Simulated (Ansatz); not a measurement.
A short molecular-dynamics run on `[SiH3]O[B]Br` radical.

```yaml
crystal:
  periodic: [false, false, false]
  atoms:
    - {symbol: Si, position_ang: [0.147356, 0.893463, -0.014552]}
    - {symbol: O, position_ang: [-0.619925, -0.365439, 0.784822]}
    - {symbol: B, position_ang: [-0.696596, -1.669645, 0.627005]}
    - {symbol: Br, position_ang: [0.183360, -2.661939, -0.781144]}
    - {symbol: H, position_ang: [-0.341588, 0.946544, -1.410838]}
    - {symbol: H, position_ang: [-0.221322, 2.120332, 0.722856]}
    - {symbol: H, position_ang: [1.610014, 0.668684, 0.026051]}
basis:
  gaussian: {orbitals: def2-SVP}
magnetization: {spin_polarized: true, initial_magnetization: 1}
hamiltonian: {xc: {name: PBE}}
md: {timestep: 1 fs, n_steps: 50, ensemble: nvt_nose_hoover, temperature: 300, initial_velocities: maxwell_boltzmann, seed: 736}
```

```sh
$ ansatz run in.yaml --threads 4 --pin off --events-out ev --progress --plain --max-ram 10444MiB
```

```tsv
step	time (fs)	potential energy (eV)	kinetic (eV)	T (K)	conserved (eV)
0	0.0	-80666.0142	0.1939	300	-80665.8203
1	1.0	-80666.0191	0.1987	307	-80665.8205
2	2.0	-80666.0158	0.1954	302	-80665.8205
3	3.0	-80666.0039	0.1836	284	-80665.8204
4	4.0	-80665.9856	0.1655	256	-80665.8201
5	5.0	-80665.9648	0.1449	224	-80665.8198
6	6.0	-80665.9455	0.1259	195	-80665.8197
7	7.0	-80665.9308	0.1111	172	-80665.8196
8	8.0	-80665.9207	0.1010	156	-80665.8198
9	9.0	-80665.9135	0.0937	145	-80665.8199
10	10.0	-80665.9066	0.0867	134	-80665.8200
11	11.0	-80665.8989	0.0792	123	-80665.8199
12	12.0	-80665.8923	0.0729	113	-80665.8197
13	13.0	-80665.8905	0.0713	110	-80665.8195
14	14.0	-80665.8959	0.0767	119	-80665.8195
15	15.0	-80665.9077	0.0884	137	-80665.8198
16	16.0	-80665.9220	0.1025	159	-80665.8201
17	17.0	-80665.9346	0.1151	178	-80665.8202
18	18.0	-80665.9430	0.1237	191	-80665.8202
19	19.0	-80665.9477	0.1287	199	-80665.8200
20	20.0	-80665.9512	0.1326	205	-80665.8198
21	21.0	-80665.9564	0.1381	214	-80665.8197
22	22.0	-80665.9650	0.1468	227	-80665.8198
23	23.0	-80665.9758	0.1577	244	-80665.8200
24	24.0	-80665.9854	0.1672	259	-80665.8203
25	25.0	-80665.9893	0.1713	265	-80665.8205
26	26.0	-80665.9850	0.1674	259	-80665.8204
27	27.0	-80665.9736	0.1565	242	-80665.8201
28	28.0	-80665.9594	0.1428	221	-80665.8199
29	29.0	-80665.9466	0.1305	202	-80665.8197
30	30.0	-80665.9375	0.1215	188	-80665.8198
31	31.0	-80665.9310	0.1151	178	-80665.8199
32	32.0	-80665.9248	0.1091	169	-80665.8200
33	33.0	-80665.9175	0.1020	158	-80665.8200
34	34.0	-80665.9090	0.0939	145	-80665.8199
35	35.0	-80665.9011	0.0864	134	-80665.8197
36	36.0	-80665.8963	0.0819	127	-80665.8196
37	37.0	-80665.8964	0.0822	127	-80665.8197
38	38.0	-80665.9010	0.0869	134	-80665.8198
39	39.0	-80665.9076	0.0935	145	-80665.8200
40	40.0	-80665.9129	0.0990	153	-80665.8202
41	41.0	-80665.9148	0.1012	157	-80665.8201
42	42.0	-80665.9142	0.1012	157	-80665.8198
43	43.0	-80665.9153	0.1030	159	-80665.8196
44	44.0	-80665.9223	0.1104	171	-80665.8195
45	45.0	-80665.9366	0.1250	193	-80665.8196
46	46.0	-80665.9559	0.1444	223	-80665.8199
47	47.0	-80665.9750	0.1639	254	-80665.8203
48	48.0	-80665.9891	0.1784	276	-80665.8204
49	49.0	-80665.9953	0.1853	287	-80665.8204
50	50.0	-80665.9935	0.1843	285	-80665.8203
```

Velocities are drawn at the set temperature; a run this short doesn't reach equilibrium.

Frames (Å, forces in eV/Å):

```xyz
7
time=0.0 fs
Si    0.147    0.893   -0.015    0.359    0.638   -0.366
O    -0.620   -0.365    0.785   -0.470   -0.194    0.606
B    -0.697   -1.670    0.627   -0.151   -0.619    0.082
Br    0.183   -2.662   -0.781    0.088   -0.119   -0.144
H    -0.342    0.947   -1.411   -0.107    0.035   -0.333
H    -0.221    2.120    0.723   -0.068    0.291    0.150
H     1.610    0.669    0.026    0.349   -0.030    0.004
7
time=2.0 fs
Si    0.152    0.889   -0.016    0.161    0.834   -0.745
O    -0.631   -0.366    0.786   -0.285   -0.472    0.401
B    -0.686   -1.679    0.619   -0.271   -0.197    0.309
Br    0.183   -2.660   -0.779    0.202   -0.212   -0.311
H    -0.365    1.002   -1.434    0.089   -0.091    0.191
H    -0.219    2.102    0.745   -0.058    0.288    0.147
H     1.632    0.721   -0.001    0.161   -0.149    0.008
7
time=4.0 fs
Si    0.156    0.885   -0.019    0.068    1.127   -0.821
O    -0.642   -0.367    0.788   -0.076   -0.685    0.175
B    -0.677   -1.690    0.613   -0.400    0.225    0.541
Br    0.182   -2.658   -0.778    0.319   -0.312   -0.485
H    -0.385    1.053   -1.450    0.232   -0.218    0.547
H    -0.219    2.094    0.773    0.012    0.106    0.023
H     1.659    0.768   -0.027   -0.156   -0.243    0.020
7
time=6.0 fs
Si    0.161    0.883   -0.023   -0.006    1.347   -0.546
O    -0.653   -0.371    0.791    0.142   -0.771   -0.047
B    -0.669   -1.699    0.609   -0.525    0.566    0.748
Br    0.181   -2.657   -0.776    0.428   -0.407   -0.649
H    -0.396    1.096   -1.446    0.254   -0.303    0.583
H    -0.218    2.090    0.801    0.097   -0.108   -0.130
H     1.681    0.806   -0.052   -0.390   -0.325    0.041
7
time=8.0 fs
Si    0.166    0.883   -0.027   -0.113    1.338   -0.012
O    -0.664   -0.376    0.793    0.352   -0.699   -0.243
B    -0.662   -1.707    0.607   -0.627    0.766    0.898
Br    0.181   -2.655   -0.775    0.514   -0.485   -0.780
H    -0.398    1.128   -1.420    0.140   -0.315    0.289
H    -0.213    2.082    0.824    0.151   -0.212   -0.214
H     1.688    0.831   -0.076   -0.416   -0.392    0.063
7
time=10.0 fs
Si    0.170    0.885   -0.032   -0.264    1.055    0.625
O    -0.675   -0.382    0.795    0.533   -0.466   -0.390
B    -0.659   -1.711    0.608   -0.686    0.785    0.960
Br    0.181   -2.654   -0.775    0.564   -0.533   -0.856
H    -0.395    1.148   -1.384   -0.079   -0.251   -0.230
H    -0.203    2.067    0.840    0.151   -0.153   -0.185
H     1.680    0.841   -0.098   -0.220   -0.438    0.075
7
time=12.0 fs
Si    0.174    0.888   -0.036   -0.484    0.592    1.065
O    -0.684   -0.390    0.796    0.669   -0.082   -0.473
B    -0.657   -1.714    0.613   -0.686    0.611    0.919
Br    0.181   -2.653   -0.775    0.570   -0.541   -0.861
H    -0.394    1.159   -1.357   -0.275   -0.164   -0.666
H    -0.188    2.046    0.849    0.105    0.042   -0.054
H     1.664    0.835   -0.116    0.103   -0.458    0.070
7
time=14.0 fs
Si    0.178    0.892   -0.038   -0.763    0.141    0.997
O    -0.691   -0.398    0.796    0.750    0.412   -0.491
B    -0.658   -1.713    0.621   -0.628    0.275    0.780
Br    0.181   -2.652   -0.775    0.531   -0.514   -0.797
H    -0.404    1.163   -1.354   -0.276   -0.133   -0.646
H    -0.168    2.026    0.856    0.046    0.267    0.102
H     1.652    0.811   -0.133    0.341   -0.448    0.055
7
time=16.0 fs
Si    0.180    0.896   -0.039   -0.953   -0.161    0.538
O    -0.697   -0.405    0.795    0.777    0.935   -0.456
B    -0.661   -1.712    0.632   -0.523   -0.133    0.574
Br    0.182   -2.652   -0.775    0.458   -0.461   -0.678
H    -0.424    1.161   -1.374   -0.073   -0.163   -0.187
H    -0.146    2.017    0.866    0.021    0.374    0.161
H     1.651    0.770   -0.146    0.292   -0.390    0.047
7
time=18.0 fs
Si    0.181    0.900   -0.039   -0.929   -0.319    0.134
O    -0.700   -0.410    0.792    0.759    1.355   -0.394
B    -0.666   -1.712    0.644   -0.391   -0.472    0.343
Br    0.183   -2.652   -0.776    0.365   -0.396   -0.528
H    -0.447    1.154   -1.402    0.164   -0.180    0.326
H    -0.124    2.021    0.882    0.051    0.283    0.060
H     1.662    0.715   -0.159   -0.019   -0.270    0.060
7
time=20.0 fs
Si    0.181    0.904   -0.039   -0.750   -0.428    0.031
O    -0.702   -0.411    0.789    0.704    1.529   -0.323
B    -0.673   -1.713    0.658   -0.252   -0.593    0.123
Br    0.184   -2.652   -0.777    0.264   -0.332   -0.367
H    -0.463    1.140   -1.418    0.292   -0.141    0.594
H    -0.099    2.036    0.901    0.104    0.068   -0.138
H     1.671    0.648   -0.168   -0.363   -0.103    0.080
7
time=22.0 fs
Si    0.180    0.907   -0.039   -0.528   -0.578    0.216
O    -0.702   -0.409    0.785    0.614    1.380   -0.246
B    -0.680   -1.716    0.673   -0.114   -0.425   -0.071
Br    0.185   -2.652   -0.779    0.163   -0.273   -0.206
H    -0.469    1.120   -1.412    0.260   -0.045    0.524
H    -0.071    2.054    0.914    0.136   -0.121   -0.307
H     1.668    0.578   -0.175   -0.530    0.062    0.090
7
time=24.0 fs
Si    0.178    0.909   -0.039   -0.328   -0.795    0.583
O    -0.701   -0.404    0.780    0.483    0.945   -0.147
B    -0.688   -1.721    0.687    0.020   -0.016   -0.247
Br    0.186   -2.652   -0.780    0.064   -0.221   -0.050
H    -0.466    1.099   -1.386    0.075    0.090    0.139
H    -0.037    2.067    0.916    0.125   -0.180   -0.354
H     1.644    0.510   -0.179   -0.439    0.177    0.077
7
time=26.0 fs
Si    0.176    0.910   -0.038   -0.212   -1.031    0.930
O    -0.699   -0.396    0.775    0.307    0.359   -0.011
B    -0.695   -1.725    0.701    0.152    0.491   -0.418
Br    0.188   -2.653   -0.781   -0.032   -0.172    0.101
H    -0.459    1.081   -1.356   -0.179    0.226   -0.380
H     0.002    2.074    0.904    0.080   -0.086   -0.259
H     1.604    0.449   -0.179   -0.116    0.212    0.036
7
time=28.0 fs
Si    0.173    0.910   -0.035   -0.248   -1.192    0.919
O    -0.696   -0.387    0.770    0.095   -0.211    0.159
B    -0.703   -1.728    0.713    0.278    0.932   -0.585
Br    0.189   -2.653   -0.783   -0.125   -0.122    0.245
H    -0.459    1.072   -1.339   -0.313    0.306   -0.646
H     0.043    2.078    0.883    0.021    0.106   -0.069
H     1.560    0.395   -0.179    0.291    0.182   -0.023
7
time=30.0 fs
Si    0.170    0.908   -0.032   -0.359   -1.197    0.398
O    -0.692   -0.379    0.765   -0.126   -0.631    0.343
B    -0.709   -1.728    0.723    0.390    1.185   -0.742
Br    0.190   -2.654   -0.784   -0.211   -0.070    0.379
H    -0.471    1.074   -1.346   -0.202    0.294   -0.406
H     0.086    2.086    0.859   -0.030    0.255    0.103
H     1.527    0.348   -0.179    0.538    0.165   -0.076
7
time=32.0 fs
Si    0.166    0.904   -0.027   -0.303   -1.011   -0.302
O    -0.689   -0.372    0.761   -0.327   -0.828    0.514
B    -0.714   -1.723    0.730    0.476    1.192   -0.871
Br    0.192   -2.654   -0.785   -0.286   -0.016    0.495
H    -0.490    1.087   -1.368    0.043    0.210    0.111
H     0.127    2.103    0.839   -0.069    0.214    0.149
H     1.513    0.308   -0.181    0.465    0.238   -0.097
7
time=34.0 fs
Si    0.162    0.899   -0.024    0.012   -0.657   -0.789
O    -0.687   -0.368    0.758   -0.482   -0.785    0.650
B    -0.717   -1.715    0.734    0.524    0.945   -0.957
Br    0.193   -2.655   -0.786   -0.345    0.039    0.584
H    -0.507    1.109   -1.386    0.232    0.103    0.519
H     0.166    2.128    0.824   -0.108   -0.021    0.075
H     1.517    0.277   -0.188    0.168    0.376   -0.083
7
time=36.0 fs
Si    0.159    0.894   -0.021    0.445   -0.235   -0.951
O    -0.686   -0.365    0.757   -0.581   -0.525    0.743
B    -0.718   -1.702    0.735    0.530    0.479   -0.991
Br    0.193   -2.655   -0.787   -0.382    0.090    0.640
H    -0.516    1.134   -1.385    0.269    0.012    0.626
H     0.201    2.152    0.812   -0.157   -0.300   -0.013
H     1.527    0.260   -0.198   -0.124    0.477   -0.054
7
time=38.0 fs
Si    0.155    0.887   -0.019    0.833    0.127   -0.823
O    -0.686   -0.363    0.758   -0.623   -0.108    0.791
B    -0.718   -1.689    0.732    0.497   -0.130   -0.975
Br    0.194   -2.656   -0.787   -0.396    0.135    0.659
H    -0.516    1.160   -1.360    0.140   -0.031    0.403
H     0.230    2.165    0.799   -0.201   -0.458   -0.020
H     1.532    0.261   -0.209   -0.250    0.466   -0.037
7
time=40.0 fs
Si    0.153    0.881   -0.019    1.067    0.338   -0.498
O    -0.688   -0.362    0.760   -0.613    0.350    0.797
B    -0.715   -1.675    0.726    0.434   -0.758   -0.916
Br    0.195   -2.656   -0.787   -0.388    0.172    0.644
H    -0.510    1.185   -1.321   -0.115   -0.015   -0.070
H     0.251    2.161    0.786   -0.226   -0.417    0.088
H     1.529    0.280   -0.223   -0.160    0.330   -0.046
7
time=42.0 fs
Si    0.152    0.876   -0.019    1.052    0.413   -0.212
O    -0.691   -0.360    0.765   -0.560    0.686    0.765
B    -0.711   -1.665    0.717    0.353   -1.236   -0.824
Br    0.195   -2.657   -0.787   -0.360    0.199    0.599
H    -0.508    1.210   -1.284   -0.360    0.026   -0.525
H     0.264    2.141    0.777   -0.223   -0.199    0.281
H     1.520    0.311   -0.238    0.097    0.110   -0.085
7
time=44.0 fs
Si    0.153    0.870   -0.020    0.769    0.480   -0.261
O    -0.695   -0.356    0.771   -0.474    0.742    0.689
B    -0.706   -1.658    0.704    0.262   -1.405   -0.699
Br    0.195   -2.657   -0.786   -0.316    0.217    0.530
H    -0.520    1.236   -1.266   -0.395   -0.002   -0.592
H     0.269    2.114    0.778   -0.198    0.070    0.466
H     1.515    0.347   -0.256    0.351   -0.101   -0.133
7
time=46.0 fs
Si    0.155    0.866   -0.021    0.424    0.667   -0.597
O    -0.701   -0.350    0.779   -0.355    0.461    0.560
B    -0.700   -1.657    0.689    0.155   -1.208   -0.528
Br    0.195   -2.657   -0.785   -0.255    0.219    0.436
H    -0.546    1.261   -1.270   -0.178   -0.129   -0.232
H     0.265    2.088    0.797   -0.167    0.192    0.506
H     1.522    0.379   -0.280    0.376   -0.202   -0.145
7
time=48.0 fs
Si    0.157    0.863   -0.023    0.256    0.956   -0.839
O    -0.708   -0.344    0.788   -0.203   -0.070    0.367
B    -0.693   -1.659    0.673    0.023   -0.719   -0.296
Br    0.195   -2.657   -0.784   -0.176    0.200    0.311
H    -0.579    1.281   -1.282    0.116   -0.268    0.216
H     0.256    2.070    0.835   -0.133    0.078    0.334
H     1.544    0.404   -0.309    0.117   -0.177   -0.093
7
time=50.0 fs
Si    0.160    0.860   -0.026    0.243    1.195   -0.756
O    -0.715   -0.337    0.799   -0.018   -0.673    0.117
B    -0.686   -1.665    0.654   -0.142   -0.102   -0.003
Br    0.195   -2.657   -0.783   -0.074    0.156    0.152
H    -0.608    1.292   -1.287    0.309   -0.327    0.462
H     0.241    2.054    0.885   -0.083   -0.148    0.028
H     1.569    0.422   -0.342   -0.236   -0.101    0.000
```

It took 34 s on 4 threads of an Intel Xeon 6975P-C on a shared host, with 0.38 GiB of host memory at the peak.
